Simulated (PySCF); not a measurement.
Molecule: `CC(OC(C)=O)(C)C`, C6H12O2.

Geometry (Å), atoms numbered from 1 in this order:
```xyz
20

C     2.727    0.142   -0.305
C     1.366   -0.392    0.055
O     1.188   -1.417    0.661
O     0.402    0.428   -0.369
C    -1.005    0.148   -0.124
C    -1.708    1.331   -0.772
C    -1.278    0.114    1.375
C    -1.403   -1.155   -0.809
H     3.346   -0.683   -0.681
H     3.206    0.521    0.611
H     2.669    0.951   -1.042
H    -2.797    1.235   -0.660
H    -1.468    1.381   -1.844
H    -1.388    2.273   -0.302
H    -0.778   -0.740    1.848
H    -2.361    0.034    1.551
H    -0.922    1.042    1.847
H    -0.894   -2.012   -0.353
H    -2.490   -1.300   -0.720
H    -1.150   -1.115   -1.879
```

Geometry PBE0-D3(BJ)/def2-SVP throughout; GIAO in PySCF 2.14, gas phase, one conformer, non-relativistic; equivalent atoms averaged; basis pcSseg-1.

For orientation, KT2 gives these shifts δ (against TMS, H2O at the same level): C2 163.0, C5 79.6, C6/C7/C8 28.2, C1 21.9, O3 415.3, O4 259.8, H9/H10/H11 1.91, H12/H13/H14/H15/H16/H17/H18/H19/H20 1.45 ppm.

A run gave: C2 178.7, C5 68.8, C6/C7/C8 27.1, C1 23.1, O3 428.0, O4 209.3, H9/H10/H11 1.99, H12/H13/H14/H15/H16/H17/H18/H19/H20 1.41 ppm (shifts δ (against TMS, H2O at the same level)).

**Question.** Which functional was used in that run?
A. HF
B. B97-D
C. KT3
D. CAM-B3LYP

**Answer.** A. O4 tells them apart best: HF gives 209.3, KT3 gives 252.6, B97-D gives 259.8, CAM-B3LYP gives 256.6 ppm.
